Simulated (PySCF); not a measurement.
## An excited-state table with gaps

Compound: C4H3F6NOSi.
SMILES: `N#C[C@H](O[SiH2]C(F)(F)F)C(F)(F)F`

Method used: TDDFT wB97X-D/def2-SVPD, vertical, gas phase, core orbitals frozen in the response in PySCF. Isolated species at its PBE0-D3(BJ)/def2-SVP geometry (one conformer only). Torsions of this conformer, `[N:1]#[C:2][C@H:3]([O:4][SiH2:5][C:6]([F:7])([F:8])[F:9])[C:10]([F:11])([F:12])[F:13]`: C2–C3–O4–Si5 156°, C3–O4–Si5–C6 -35°, O4–Si5–C6–F7 -57°, C2–C3–C10–F11 61°.

Lowest singlets, with some entries withheld (?).

```csv
state,λ (nm),f,"main configurations (H = HOMO, L = LUMO)"
S1,169.6,?,"H→L (40%), H-2→L (17%)"
S2,160.5,?,"H→L (48%), H-2→L (26%)"
S3,157.1,?,"H-3→L (19%), H-3→L+1 (13%), H-2→L (11%)"
S4,153.7,?,"H-1→L (36%), H-3→L+1 (23%), H-3→L+4 (8%)"
S5,153.4,?,"H-1→L (44%), H-3→L+1 (10%), H-3→L (9%)"
S6,141.2,?,H-4→L (46%)
S7,140.0,?,"H→L+1 (47%), H→L+4 (10%), H-5→L (10%)"
S8,138.7,?,"H-5→L (28%), H→L+3 (20%), H→L+2 (15%)"
S9,135.2,?,"H-4→L+1 (23%), H-1→L+1 (14%), H-4→L+3 (9%)"
S10,133.5,?,"H→L+1 (22%), H→L+5 (15%), H-5→L (8%)"
```

Q: Fill in the withheld entries.

A: 
- S1: f = 0.0006
- S2: f = 0.0025
- S3: f = 0.0056
- S4: f = 0.0021
- S5: f = 0.0016
- S6: f = 0.014
- S7: f = 0.0001
- S8: f = 0.0089
- S9: f = 0.021
- S10: f = 0.0082

Q: How far apart are S1 and S7, in eV and cm⁻¹?

A: 8.859 − 7.311 = 1.548 eV, or about 12480 cm⁻¹.

Q: What is the mean static polarisability from the same response equations?

A: 83.4 au (12.36 Å³), with principal values 74.5, 78.2 and 97.4 au.

Q: Which level carries the most intensity, and what share of the listed sum of f?

A: S9, with f = 0.021 of 0.065, 33%.
